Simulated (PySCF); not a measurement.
**How methods differ on the ionisation energy of Ru+**

Ru+ [Kr] 4d7 (4F) → Ru(2+) [Kr] 4d6 (5D), as a difference of total energies. All numbers are calculated (PySCF 2.14, scalar relativity through the core potential, in aug-cc-pVDZ-PP with ECP28MDF (5s5p4d2f, 54 functions)). Correlated levels: valence: 4s2 4p6 frozen. The calculations carry no spin-orbit coupling.

Question: Order these methods by the ionisation energy they give, lowest first.
A. UHF
B. CCSD (valence)
C. MP2 (valence)
D. CCSD(T) (valence)

Answer: A (14.910 eV), B (16.123 eV), C (16.145 eV), D (16.174 eV).

The reference lies between the lowest fine-structure levels, while these numbers refer to the centres of the terms.

Errors of the correlated levels include the incompleteness of this basis and the frozen core.

For comparison: 16.76 ± 0.06 eV (semi-empirical (NIST evaluation); NIST Atomic Spectra Database, ionization energies).
